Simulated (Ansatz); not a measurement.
The cluster HgBr2⁻. The state is a quartet with charge -1. Geometry r2SCAN-D4/def2-TZVPD.

```tsv
atom	x (Å)	y (Å)	z (Å)
Hg1	0.092	-0.454	0.539
Br2	0.775	-1.640	-1.984
Br3	-0.868	2.094	1.446
```

In the def2 sets Hg takes a core potential; there is no spin–orbit coupling. At PBE-D4/def2-TZVPD, revPBE-D4/def2-TZVPD, r2SCAN0-D4/def2-TZVPD, CAM-B3LYP-D4/def2-TZVPD and others the highest occupied level of the charge -1 quartet lies above zero (up to 2.06 eV). It is a level of α spin, whose loss leaves a triplet; that state wasn't run at this geometry and level. The electron is either unbound and held by the finite basis, or the level is raised by self-interaction error. At PBE-D4/def2-TZVPD, revPBE-D4/def2-TZVPD the gap within one spin of the charge -1 quartet nearly closes, so an electron or hole may be smeared out by delocalisation error. At PBE0-D4/def2-TZVPD a doublet of charge -1 lies 5.30 eV below the quartet, each at its own geometry. The structure comes from a short search, and lower isomers may exist.

Problem. Estimate the α-spin orbital energies around the gap (eV) in Ansatz with PBE-D4/def2-TZVPD, revPBE-D4/def2-TZVPD, r2SCAN0-D4/def2-TZVPD, CAM-B3LYP-D4/def2-TZVPD, ωB97X-V/def2-TZVPD.

Solution. 
```csv
orbital,PBE-D4/def2-TZVPD,revPBE-D4/def2-TZVPD,r2SCAN0-D4/def2-TZVPD,CAM-B3LYP-D4/def2-TZVPD,ωB97X-V/def2-TZVPD
HOMO−13,-15.33,-15.27,-18.15,-19.36,-20.56
HOMO−12,-6.93,-6.90,-9.18,-10.32,-11.41
HOMO−11,-6.81,-6.78,-9.14,-10.24,-11.30
HOMO−10,-6.61,-6.59,-8.80,-9.84,-10.88
HOMO−9,-6.48,-6.46,-8.70,-9.74,-10.77
HOMO−8,-6.47,-6.46,-8.69,-9.72,-10.76
HOMO−7,-4.90,-4.85,-6.78,-7.95,-9.01
HOMO−6,-4.19,-4.15,-5.97,-7.15,-8.23
HOMO−5,-4.10,-4.06,-5.40,-6.35,-7.37
HOMO−4,-4.09,-4.05,-5.27,-6.30,-7.34
HOMO−3,-3.61,-3.56,-5.05,-6.23,-7.31
HOMO−2,-3.53,-3.48,-4.95,-6.11,-7.19
HOMO−1,-1.59,-1.54,-2.84,-3.78,-4.61
HOMO,2.05,2.06,1.42,0.85,0.22
LUMO,2.47,2.53,3.07,3.44,4.01
LUMO+1,2.58,2.55,3.36,3.69,4.36
LUMO+2,3.41,3.36,4.12,4.27,4.86
LUMO+3,3.58,3.56,4.36,4.55,5.11
LUMO+4,3.65,3.61,4.40,4.56,5.18
LUMO+5,3.70,3.67,4.42,4.61,5.18
β HOMO,-3.28,-3.23,-4.02,-5.24,-6.07
β LUMO,-3.21,-3.14,-2.70,-1.93,-1.17
```
